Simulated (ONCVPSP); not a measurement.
# PBEsol ONCV dataset for holmium, scalar-relativistic all-electron reference.

Ho, optimised norm-conserving Vanderbilt (ONCV), made with ONCVPSP 4.0.1 (PBEsol, scalar-relativistic). Core [Kr] 4d10, reference 4f11 5s2 5p6 6s1.75 6p0.25. Waves: 5s+6s: rc 2.30 bohr, ncon 4, nbas 8, qcut 4.4 1/bohr, 2 projectors; 5p+6p: rc 2.20 bohr, ncon 4, nbas 8, qcut 6.4 1/bohr, 2 projectors; d scattering state at 0.04 Ha: rc 2.20 bohr, ncon 5, nbas 9, qcut 3.8 1/bohr, 2 projectors, debl 0.7 Ha; 4f: rc 0.70 bohr, ncon 3, nbas 7, qcut 16.5 1/bohr, 2 projectors, debl 2.1 Ha. Local part: polynomial inside 0.50 bohr (lpopt 3, dvloc0 4 Ha). Core correction: Teter function fitted to the true core (icmod 2), fcfact 0.6.

In the d channel the program set the typed energies aside and used 0.050, 0.750 Ha.

All-electron outer shells of the reference configuration (PBEsol, scalar-relativistic, ld1.x):

```json
{"shell": "4d", "level (eV)": "-159.41", "outermost node (bohr)": "0.25", "outermost maximum (bohr)": "0.53"}
{"shell": "5s", "level (eV)": "-50.82", "outermost node (bohr)": "0.61", "outermost maximum (bohr)": "1.13"}
{"shell": "5p", "level (eV)": "-26.29", "outermost node (bohr)": "0.66", "outermost maximum (bohr)": "1.29"}
{"shell": "6s", "level (eV)": "-4.03", "outermost node (bohr)": "1.54", "outermost maximum (bohr)": "3.39"}
{"shell": "4f", "level (eV)": "-3.57", "outermost node (bohr)": "–", "outermost maximum (bohr)": "0.53"}
{"shell": "6p", "level (eV)": "-1.31", "outermost node (bohr)": "1.89", "outermost maximum (bohr)": "4.69"}
```

Q: Does the generator finish with these settings?

A: Yes, a potential is produced and its reference levels are reproduced.

Q: What does a ghost test show?

A: Ghosts flagged at negative energy: s at -744.4 eV, p at -436.0 eV, d at -2.71 eV (a further GHOST(-) flag falls on a real empty level of the atom); GHOST(+) flagged for s at 34.5 eV. A true bound ghost makes a file unfit for plane-wave use.

Tests left out (the all-electron energies of this program are off by 10 to 40 meV for near-neutral 4f atoms).
